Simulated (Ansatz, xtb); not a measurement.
**Relative energy of two isomers of C5H7NOS**

Structure I: `COc1nscc1C`, a singlet. Structure II: `CCc1sncc1O`, a singlet. Both are isolated molecules in the gas phase, relaxed with B3LYP/def2-SVP; the shapes shown needn't be the lowest conformers.

I (Å):

```xyz
15

C     0.9568    2.2206   -0.6582
C     1.7665    0.0560   -0.1951
C     2.5066   -1.9892    0.5008
C     2.3078   -1.2175   -0.6134
C     2.5831   -1.5726   -2.0435
N     1.5686    0.2515    1.0847
O     1.4874    0.9864   -1.1224
S     2.0321   -1.1261    1.9236
H     0.0045    2.0667   -0.1256
H     0.7963    2.8414   -1.5493
H     1.6577    2.7186    0.0309
H     2.9025   -3.0044    0.5443
H     2.9877   -2.5908   -2.1343
H     3.3058   -0.8713   -2.4924
H     1.6645   -1.5093   -2.6498
```

II (Å):

```xyz
15

C    -0.0513    2.7759   -1.2024
C    -0.6329    2.5002    0.1936
C     0.1731    1.5197    0.9959
C     1.0963   -0.4503    1.8026
C     0.1636    0.1428    0.8945
N     1.7916    0.3743    2.5554
O    -0.6485   -0.5176    0.0260
S     1.3480    1.9432    2.1986
H     0.0091    1.8470   -1.7901
H    -0.6838    3.4894   -1.7547
H     0.9628    3.1999   -1.1335
H    -0.7294    3.4462    0.7517
H    -1.6537    2.0949    0.0897
H     1.2577   -1.5305    1.9034
H    -0.5408   -1.4704    0.1402
```

**Question.** Estimate which is lower in electronic energy at CCSD(T)/def2-SVP + ΔMP2/def2-TZVPP, and by roughly how much.

**Answer.** Too close to call at this level: CCSD(T)/def2-SVP + ΔMP2/def2-TZVPP gives E(II) − E(I) = −0.41 kcal/mol.

The same difference at several levels:

```tsv
level	geometry	E(II) − E(I) (kcal/mol)	departure from the last row (kcal/mol)	job, with rough time for the two
GFN2-xTB	GFN2-xTB	+4.67	+5.08	optimisation, 0.21 s
HF/STO-3G	GFN2-xTB	+8.85	+9.26	single point, 0.44 s
r2SCAN-D4/def2-SVP	GFN2-xTB	+1.34	+1.75	single point, 4.5 s
B3LYP/def2-SVP	B3LYP/def2-SVP	+2.07	+2.48	optimisation, 70 s
HF/def2-SVP	B3LYP/def2-SVP	+5.25	+5.66	part of the CCSD(T) run
MP2/def2-SVP	B3LYP/def2-SVP	−1.72	−1.31	part of the CCSD(T) run
CCSD(T)/def2-SVP	B3LYP/def2-SVP	+0.33	+0.74	single point
CCSD(T)/def2-SVP + ΔMP2/def2-TZVPP	B3LYP/def2-SVP	−0.41		single point, 1.9 min
```

As drawn, II has 1 C–C, 1 O–H in place of 1 C–O, 1 C–H.

The largest departure from CCSD(T)/def2-SVP + ΔMP2/def2-TZVPP is that of HF/STO-3G, 9.26 kcal/mol. The last row adds to CCSD(T) the change of the MP2 difference between the two basis sets, here −0.74 kcal/mol.

With thermal terms from frequencies at re-optimised GFN2-xTB minima (ideal gas, soft modes damped towards free rotors, one conformer each, 298.15 K, 1 atm): the zero-point term adds +0.50 kcal/mol; ΔH is −0.07 and ΔG +0.45 kcal/mol.

The correlated steps freeze 12 core orbitals. Run with Ansatz 0.2.0, xtb 6.7.1; the last row on 4 threads of Arm Neoverse V1 on a shared host.
